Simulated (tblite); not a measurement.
Compound: C6H9F2 (doublet state).
Numbering: `[CH2:1][C@H:2]([F:3])/[CH:4]=[C:5](\[CH3:6])[CH2:7][F:8]` (hydrogens: H9, H10 on C1; H11 on C2; H12 on C4; H13, H14, H15 on C6; H16, H17 on C7)

The geometry is computed with GFN2-xTB (gas phase). This method treats the open shell by occupation alone, without spin polarisation.

(1) What internal coordinates does the optimisation give?

Results:

(1) 
```tsv
bond	length (Å)
C1–C2	1.470
C2–F3	1.385
C2–C4	1.515
C4=C5	1.330
C5–C6	1.497
C5–C7	1.505
C7–F8	1.370
C1–H9, C1–H10	1.071
C2–H11	1.099
C4–H12	1.080
C6–H13, C6–H14, C6–H15	1.088
C7–H16	1.097
C7–H17	1.097
```

Bonds in one row agree within 0.01 Å and their mean is given. A selection of angles:
```tsv
angle	degrees
C1–C2–F3	111.7
C1–C2–C4	106.2
F3–C2–C4	111.8
C2–C4–C5	126.8
C4–C5–C6	126.2
C4–C5–C7	120.7
C6–C5–C7	113.1
C5–C7–F8	113.0
```

Torsions: C1–C2–C4–C5 83° (synclinal); C2–C4–C5–C6 3° (synperiplanar); C4–C5–C7–F8 -1° (synperiplanar).

Of the pairs four or more bonds apart, F8···H12 is among the closest relative to their van der Waals radii: 2.34 Å, 87 % of the sum of Bondi's values. C1 (carbon bonded to C and 2 H) is almost planar (angles 119.8°, 119.6° and 119.3°, sum 358.8°, 0.08 Å off the plane of its three neighbours). C4 (carbon bonded to 2 C and H) is planar (angles 126.8°, 119.6° and 113.5°, sum 359.9°, 0.02 Å off the plane of its three neighbours). The C–C distances run from 1.330 Å (C4=C5, drawn double) to 1.515 Å (C2–C4, drawn single), a spread of 0.185 Å. C5 (carbon bonded to 3 C) is planar (angles 126.2°, 120.7° and 113.1°, sum 360.0°, 0.01 Å off the plane of its three neighbours).

Point group: C1 (no symmetry element, even within 0.4 Å). Its lowest GFN2-xTB frequency is 8i cm⁻¹, too small to tell a flat minimum from a shallow saddle. Torsions: H–C1–C2–F3 -159° and 34°, C1–C2–C4–C5 83°, C4–C5–C7–F8 -1°.

Time: 0.46 s of wall time. Hardware: an Arm Neoverse V1 with one thread, on a shared host. This is the geometry optimisation.

One conformer stands for the species.
